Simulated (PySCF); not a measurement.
H2OSi, SMILES O=[SiH2].

The structure is a stationary point at ωB97X-D3(BJ)/def2-TZVP.

These are TDA-PBE/def2-TZVPD in PySCF values and carry that method's errors.

Vertical excitations. The molecule is in vacuum. State labels are in the subgroup C2v.

```tsv
state	symmetry	energy (eV)	λ (nm)	f	main pairs
S1	A2	3.78	328	0.000	HOMO→LUMO 100 %
S2	B1	5.58	222	0.001	HOMO−2→LUMO 100 %
S3	B2	5.84	212	0.049	HOMO→LUMO+1 98 %
S4	A1	6.00	207	0.040	HOMO−1→LUMO 79 %, HOMO−2→LUMO+1 14 %
S5	B2	6.60	188	0.004	HOMO→LUMO+2 98 %
S6	A2	6.73	184	0.000	HOMO−3→LUMO 100 %
S7	B1	7.00	177	0.070	HOMO−1→LUMO+1 97 %
S8	B2	7.05	176	0.000	HOMO→LUMO+3 98 %
S9	B1	7.65	162	0.021	HOMO−1→LUMO+2 100 %
S10	A1	7.90	157	0.153	HOMO−2→LUMO+1 73 %, HOMO→LUMO+6 16 %
T1	A2	3.40	365	0	HOMO→LUMO 100 %
T2	A1	3.95	314	0	HOMO−1→LUMO 99 %
T3	B1	5.01	247	0	HOMO−2→LUMO 98 %
T4	B2	5.32	233	0	HOMO→LUMO+1 99 %
```
Triplets are in the Tamm–Dancoff approximation.
